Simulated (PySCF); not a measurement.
Ionisation energy of Ar²⁺ by level of theory

Ar²⁺ [Ne] 3s2 3p4 (3P) → Ar³⁺ [Ne] 3s2 3p3 (4S), as a difference of total energies. Computed with PySCF 2.14 in jorge-DZP-DKH (7s4p1d, 24 functions), with the spin-free X2C one-electron Hamiltonian (Gaussian nucleus). Correlated levels: valence: [Ne] frozen. The calculations carry no spin-orbit coupling.

```csv
method,ionisation energy (eV)
UHF,39.286
B3LYP,40.808
BP86,40.833
MP2 (valence),39.813
SCS-MP2 (valence),39.843
CCSD (valence),39.818
CCSD(T) (valence),39.825
```

How much does correlation contribute at CCSD(T) (valence)?

39.825 − (39.286) = 0.539 eV, measured against UHF.

The reference lies between the lowest fine-structure levels, while these numbers refer to the centres of the terms.

Errors of the correlated levels include the incompleteness of this basis and the frozen core.

For comparison: 40.735 ± 0.012 eV (semi-empirical (NIST evaluation); NIST Atomic Spectra Database, ionization energies).
